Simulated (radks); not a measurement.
The numbers below are computed, except where a source is named.
All-electron atom: K in [Ar] 4s1. Code: a radial shooting solver on a logarithmic mesh with Libxc functionals. Model: non-relativistic Kohn-Sham, exchange-only LDA, spin-polarised, spherical densities, point nucleus; open shells are filled with parallel spins first.

X-ray form factor f0, the Fourier transform of the density (f0(0) = 19):

sin(theta)/lambda (1/angstrom)  f0 (electrons)
0.05                                    18.218
0.1                                     16.731
0.15                                    15.211
0.2                                     13.687
0.25                                    12.235
0.3                                     10.955
0.4                                      9.055
0.5                                      7.878
0.6                                      7.102
0.8                                      5.920
1                                        4.815
1.25                                     3.599
1.5                                      2.700
2                                        1.740
